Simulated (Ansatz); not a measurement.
One change: `[F][InH][SeH]` becomes `[F][InH][SiH3]`.

Ansatz, PBE0-D4/def2-TZVP geometries, multiplicity 1. Each molecule was computed in one conformer, which needn't be the lowest.

Elements past krypton have def2 core potentials. Scalar relativity is left out up to krypton.

```csv
property,`[F][InH][SeH]`
LUMO energy (B3LYP/def2-TZVPP) / eV,-1.85
HOMO energy (ωB97M-V/def2-TZVPP) / eV,-9.65
HOMO–LUMO gap (PBE0/def2-TZVPP) / eV,5.94
LUMO energy (PBE/def2-TZVPP) / eV,-2.30
"ideal-gas entropy at 298 K and 1 bar (rigid rotor, harmonic PBE0-D4/def2-TZVP) / J/(mol·K)",331
zero-point energy (PBE0-D4/def2-TZVP) / kJ/mol,41.5
```

(1) Give the same properties after the change, and the shifts. (An estimate is asked.)

Answers

(1) Computed: 
```
                                                                                  property  `[F][InH][SiH3]`  shift
                                                       LUMO energy (B3LYP/def2-TZVPP) / eV             -2.32  -0.47
                                                     HOMO energy (ωB97M-V/def2-TZVPP) / eV             -9.91  -0.26
                                                      HOMO–LUMO gap (PBE0/def2-TZVPP) / eV              5.84  -0.10
                                                         LUMO energy (PBE/def2-TZVPP) / eV             -2.75  -0.45
ideal-gas entropy at 298 K and 1 bar (rigid rotor, harmonic PBE0-D4/def2-TZVP) / J/(mol·K)               345     14
                                            zero-point energy (PBE0-D4/def2-TZVP) / kJ/mol              83.8   42.3
```

With PBE0 the HOMO falls by 0.37 eV and the LUMO falls by 0.47 eV, so the gap narrows by about 0.10 eV. PBE moves the HOMO by -0.34 eV and ωB97M-V by -0.26 eV. The zero-point energy changes by 42.3 kJ/mol with +6 modes. Modes under 60 cm⁻¹, often nearly free rotors, make the harmonic entropy too high.

B3LYP here is the variant with VWN-RPA as its local correlation; programs differ in this.

Spin–orbit coupling is left out; it splits and shifts lone-pair levels of the heavy atoms by tenths of an eV.
